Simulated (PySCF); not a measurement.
Fill in the blanks.

C₃H₁₄OSi₃.
Geometry (PBE0-D3(BJ)/def2-SVP, Å), atoms numbered from 1 in this order:
```
atom  x, y, z in Å
C1    -3.155    1.147   -0.766
C2    -2.280    0.079   -1.410
C3    -1.009   -0.278   -0.615
Si4   -1.352   -1.084    1.063
Si5    0.209    1.149   -0.474
O6     1.661    0.582    0.076
Si7    2.982   -0.359    0.364
H8    -4.052    1.339   -1.374
H9    -2.623    2.105   -0.654
H10   -3.496    0.846    0.237
H11   -2.881   -0.834   -1.562
H12   -1.990    0.413   -2.422
H13   -0.447   -1.049   -1.179
H14   -2.415   -2.128    0.914
H15   -1.817   -0.089    2.079
H16   -0.111   -1.731    1.586
H17   -0.257    2.195    0.484
H18    0.397    1.777   -1.820
H19    3.634    0.083    1.631
H20    3.956   -0.228   -0.761
H21    2.581   -1.793    0.491
```

```csv
property,level,value
point group,PBE0-D3(BJ)/def2-SVP,?
"rotational constants A, B, C",PBE0-D3(BJ)/def2-SVP,?
dipole moment,B3LYP/def2-SVPD,?
HOMO energy,B3LYP/def2-SVPD,?
LUMO energy,B3LYP/def2-SVPD,-0.28 eV
lowest singlet excitation,TDDFT B3LYP/def2-SVPD,"6.60 eV (188 nm, f = 0.003)"
strongest line among the 10 lowest singlet transitions,TDDFT B3LYP/def2-SVPD,?
lowest triplet excitation (Tamm–Dancoff),TDA B3LYP/def2-SVPD,6.39 eV
static isotropic polarisability,B3LYP/def2-SVPD,120.6 au
vertical ionisation energy,ΔSCF B3LYP/def2-SVPD,9.59 eV
electronic spatial extent ⟨r²⟩ about the centre of nuclear charge,B3LYP/def2-SVPD,?
13C chemical shifts (computed TMS as zero) by class,GIAO KT3/pcSseg-1,"26.8 (C2), 16.1 (C1), 10.2 (C3) ppm"
1H chemical shifts (computed TMS as zero) by class,GIAO KT3/pcSseg-1,"5.19 (H18), 5.15 (H17), 4.99 (H19/H20/H21), 3.98 (H14/H15/H16), 2.01 (H12), 1.73 (H11), 0.89 (H8/H9/H10), 0.55 (H13) ppm"
"isotropic shieldings of nuclei other than C and H, by class",GIAO KT3/pcSseg-1,"318 (O6), 379 (Si5), 410 (Si7), 428 (Si4) ppm"
core binding energies,"ΔSCF SCAN, pcX-2 on the ionised atom, pcseg-1 elsewhere, spin-free X2C, 2p3/2 from a spin–orbit splitting computed afterwards within the 2p shell","Si2p3/2 106.5 (Si4), Si2p3/2 107.1 (Si5), Si2p3/2 107.5 (Si7), C1s 289.7 (C3), C1s 290.6 (C1), C1s 290.8 (C2), O1s 537.7 (O6), Si1s 1846.2 (Si4), Si1s 1847.0 (Si5), Si1s 1847.4 (Si7) eV"
```

The electronic properties come from PySCF, for the isolated species, density fitting. NMR classes are plain means over equivalent atoms (diastereotopic ones count apart unless rotation or inversion swaps them), as if these changed places fast; in this geometry the members of some classes differ.

Task: Give the point group.

Result: C1.

Task: Give the strongest line among the 10 lowest singlet transitions.

Result: S6 at 7.55 eV (164 nm, f = 0.070).

Task: What is the HOMO energy?

Result: -7.80 eV.

Task: Give the dipole moment.

Result: 1.14 D.

Task: Give the electronic spatial extent ⟨r²⟩ about the centre of nuclear charge.

Result: 1951 bohr².

Task: The rotational constants A, B, C?

Result: 2.370, 0.738, 0.617 GHz.

In wavenumbers S1 is 53200 cm⁻¹ (1 eV = 8065.54 cm⁻¹). The rotational constants make it an asymmetric top with κ = (2B − A − C)/(A − C) = -0.86, nearer the prolate limit (−1). No computed singlet falls in the visible range (750 to 380 nm, 1.65 to 3.26 eV); S1 lies 3.34 eV above its blue end. The vertical singlet–triplet gap S1 − T1 is 0.21 eV (TDDFT singlet less Tamm–Dancoff triplet; S1: HOMO→LUMO, weight 0.96; T1: HOMO→LUMO, weight 0.91). A dipole of 1.14 D is allowed in C1, and pure rotational transitions are dipole-allowed.

One conformer stands for the species.
